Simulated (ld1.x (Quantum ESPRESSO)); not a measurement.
# fluorine: excitation energies, all-electron against TM

F (Z = 9), norm-conserving Troullier–Martins (Kleinman–Bylander form), made with ld1.x (Quantum ESPRESSO) 7.5 (LDA (PZ), scalar-relativistic). Core [He], reference 2s2 2p2 (charge +3). Waves: 2p (bound): rc 1.45 bohr; 2s (bound): rc 0.45 bohr. Local part: the s channel. Core correction: none.

Energies are relative to the spin-unpolarised reference configuration 2s2 2p2; without spin polarisation the order of configurations can differ from experiment. Spin-polarised rows fill each open shell by Hund’s rule, majority spin first.

**Question.** Give the all-electron excitation energy and the error of the potential for: 2s2 2p5; 2s2 2p4; 2s2 2p3; 2s1 2p5; 2s1 2p6; 2s2 2p5.3; 2s2 2p4.5; 2s2 2p2 (spin-polarised); 2s2 2p5 (spin-polarised).

**Answer.**

```
   valence configuration  charge  ΔE all-electron (eV)  error AE − PS (meV)
                 2s2 2p5       0              -118.799                 +903
                 2s2 2p4      +1               -99.244                 +638
                 2s2 2p3      +2               -60.732                 +240
                 2s1 2p5      +1               -80.589                +1182
                 2s1 2p6       0              -100.409                +1459
               2s2 2p5.3    -0.3              -121.525                 +941
               2s2 2p4.5    +0.5              -111.169                 +796
2s2 2p2 (spin-polarised)      +3                -2.775                 +218
2s2 2p5 (spin-polarised)       0              -119.179                 +933
```

Levels in the configuration 2s2 2p4:

```json
{"level": "2s", "all-electron (eV)": "-47.071", "pseudo (eV)": "-46.939"}
{"level": "2p", "all-electron (eV)": "-28.455", "pseudo (eV)": "-28.814"}
```
